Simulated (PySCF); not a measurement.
B3LYP has the VWN-RPA correlation part, as in Gaussian. Excitations are Tamm–Dancoff values on a coarser integration grid. The basis has no diffuse functions, so Rydberg states are missing or too high.

Cartesian coordinates (Å):
SMILES: O=[Si]=O
```xyz
3

O     -1.5101     0.0007     0.0000
Si     0.0000     0.0000     0.0000
O      1.5101    -0.0007     0.0000
```
Charge 0, spin multiplicity 1.

Problem. What dipole moment, brightest of the four lowest singlets (TDA), electron reorganisation energy (four-point), total energy and HOMO does B3LYP-D3(BJ)/def2-TZVP run with PySCF 2.14.0 give?

Solution. 
```yaml
dipole_moment: 0.00 D
brightest of the four lowest singlets (TDA): 5.64 eV
electron reorganisation energy (four-point): 1.441 eV
total_energy: -440.0473 Ha
HOMO: -9.66 eV
```
